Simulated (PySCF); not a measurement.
H5N2OSTa, multiplicity 1. Atoms are numbered in the order given.

```xyz
10

Ta    -0.1397    -0.0123     0.0000
S      2.0328    -0.0615     0.0000
O     -0.9865    -1.7176     0.0000
H     -0.7153    -2.6392     0.0000
N     -0.7218     0.9475    -1.6258
H     -1.6942     1.0851    -1.8922
H     -0.1119     1.4136    -2.2913
N     -0.7218     0.9475     1.6258
H     -0.1119     1.4136     2.2913
H     -1.6942     1.0851     1.8922
```

Geometry: PBE0-D3(BJ)/def2-SVP. The multiplicity is an assumed one; no other spin state was optimised. The structure was generated by enumeration; whether it is a known compound was not checked. The def2 effective core potentials stand for the cores of Ta; spin–orbit coupling is left out. One conformer was computed; it need not be the lowest.

Calculation: PBE/def2-TZVP (PySCF).

Symmetry labels are those of the subgroup Cs that the program uses (full group Cs).

Computed valence orbital energies around the gap with their symmetry:
| orbital | symmetry | energy (eV) |
|---|---|---|
| HOMO−7 | A" | -9.65 |
| HOMO−6 | A' | -8.60 |
| HOMO−5 | A" | -8.23 |
| HOMO−4 | A' | -7.00 |
| HOMO−3 | A' | -6.74 |
| HOMO−2 | A" | -6.10 |
| HOMO−1 | A' | -6.05 |
| HOMO | A" | -6.01 |
| LUMO | A" | -1.73 |
| LUMO+1 | A' | -1.47 |
| LUMO+2 | A' | -0.89 |
| LUMO+3 | A' | -0.71 |
